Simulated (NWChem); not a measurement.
Molecule: CH₃Si, doublet; SMILES [CH]=[SiH2]

```xyz
5

C     -0.1100    -1.3025     0.0000
Si    -0.0567     0.4723     0.0000
H      0.8919    -1.7776     0.0000
H      1.0533     1.4936     0.0000
H     -1.3519     1.2072     0.0000
```
Atoms are numbered in this order, from 1.

Results from NWChem. Pople sets run with spherical d functions. Spin-unrestricted. Spin-contaminated determinants: B3LYP/STO-3G (<S²> = 0.88). In the optimisation the excess spin sits in a" (Cs, its own frame). All runs use the structure optimised with PBE0/def2-SVP, spin-unrestricted. No stability test was run on the SCF state. B3LYP is NWChem's, with the RPA form of VWN correlation. Solvent water, SMD (1 M gas to 1 M solution), gas-phase geometry. Reactions with the solvent are ignored.

```
level             basis functions  solvation free energy (kcal/mol)  cavity-dispersion-structure term (kcal/mol)  dipole in solution (D)  relative time
----------------  ---------------  --------------------------------  -------------------------------------------  ----------------------  -------------
B3LYP/STO-3G                   17                               3.5                                          4.3                    1.14              1
B3LYP/3-21G                    28                              -2.5                                          4.3                    3.48              1
B3LYP/6-31G*                   38                              -1.6                                          4.3                    3.51              2
B3LYP/6-31+G*                  46                              -2.9                                          4.3                    4.35              3
B3LYP/6-311G**                 62                              -2.5                                          4.3                    4.00              3
B3LYP/6-311++G**               73                              -3.0                                          4.3                    4.46              4
```

Times are rough ratios from one shared machine.
